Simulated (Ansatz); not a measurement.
## Pulling the pair apart

The pair of Cu⁺ (SMILES [Cu+], atom 1) and CH$_{4}$S (SMILES CS, atoms 2–7), both closed shells, in one local arrangement (a lower one may exist), relaxed at PBE0-D4/def2-TZVP:

```xyz
7
angstrom
Cu 0.2200 -0.1123 -2.5286
C -0.1107 0.4653 0.6636
S 0.7306 -0.6851 -0.4608
H -1.1590 0.5891 0.4071
H 0.4188 1.4138 0.5878
H 0.0020 0.0680 1.6713
H -0.1017 -1.7387 -0.3403
```

CH$_{4}$S is shifted rigidly along the line between the mean atom positions of the two fragments (negative: closer). Counterpoise interaction energies in kcal/mol. Program: Ansatz 0.2.0. Basis: def2-TZVPPD. Cores are frozen in the correlated methods. The 3s and 3p shells of Cu and Zn are frozen; filled d shells are correlated.

| shift (Å) | r2SCAN-D4 | MP2 | HF |
| --- | --- | --- | --- |
| -0.22 | -60.28 | -44.39 | -18.95 |
| -0.11 | -63.16 | -48.04 | -26.86 |
| 0.00 | -63.31 | -48.94 | -31.37 |
| 0.11 | -61.70 | -48.06 | -33.49 |
| 0.26 | -57.78 | -45.04 | -33.84 |
| 0.55 | -48.64 | -37.22 | -30.30 |
| 1.10 | -32.75 | -23.06 | -20.32 |
| 2.21 | -16.53 | -8.73 | -8.51 |

Problem. What does CCSD(T) give at these shifts? (An estimate is asked for; the value comes from the calculation.)

Solution. The calculation gives: -39.26, -44.02, -45.87, -45.75, -43.57, -36.72, -23.13, -8.67 kcal/mol. For zero shift, CCSD(T) at an estimated basis limit (MP2 extrapolated from triple and quadruple zeta, plus CCSD(T) − MP2 in triple zeta) gives -50.71 kcal/mol. These are counterpoise interaction energies, counted from the two frozen fragments.

The T1 diagnostic stays at or below 0.021.

For scale, one of the runs: CCSD(T)/def2-TZVPPD, 223 basis functions, launched by `ansatz run in.yaml --threads 4 --pin off --events-out ev --progress --plain --max-ram 9574MiB`. Time: 25 s of wall clock on 4 CPU threads of an Intel Xeon 6975P-C; the host was shared. Peak host memory: 3.4 GiB.
